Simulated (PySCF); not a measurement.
Species: C8H6F2.
SMILES: `FC(F)C1c2ccccc21`

A PySCF run (density fitting, gas phase, GFN2-xTB geometry) gave HOMO -6.35 eV, LUMO -1.73 eV, dipole 2.81 D and E = -507.901 Eh.

Question: Which of these levels was it?
A. B3LYP/3-21G
B. PW91/6-31++G**
C. PBE0/def2-SVPD
D. PBE0/pcSseg-1
E. PBE0/pcseg-1

Answer: B. It is PW91/6-31++G**. All candidates on this geometry:

```csv
level and settings,kind,basis functions,SCF cycles,E (Eh),HOMO (eV),LUMO (eV),dipole (D)
"PW91/6-31++G**, fitting basis def2-universal-jkfit",GGA,216,11,-507.9008,-6.35,-1.73,2.81
"B3LYP/3-21G, start guess sap, energy threshold 1e-07 Eh",global hybrid,102,23,-505.2509,-6.88,-0.42,2.62
PBE0/def2-SVPD,global hybrid,254,14,-507.1564,-7.37,-0.84,2.87
"PBE0/pcseg-1, damping 0.2 at the start, DIIS from the seventh cycle, fitting basis def2-universal-jkfit",global hybrid,170,15,-507.3937,-7.40,-0.83,2.80
PBE0/pcSseg-1,global hybrid,200,14,-507.4474,-7.36,-0.79,2.77
```

The nearest other candidate, by the summed differences of HOMO and LUMO, is B3LYP/3-21G: its HOMO differs by -0.53 eV and its LUMO by +1.31 eV. Cycle counts include a coarse-grid stage where the run had one. All basis functions are spherical, in the Pople sets too.

Conformer computed: `[F:1][CH:2]([F:3])[CH:4]1[c:5]2[cH:6][cH:7][cH:8][cH:9][c:10]21`: F1–C2–C4–C5 -153°.
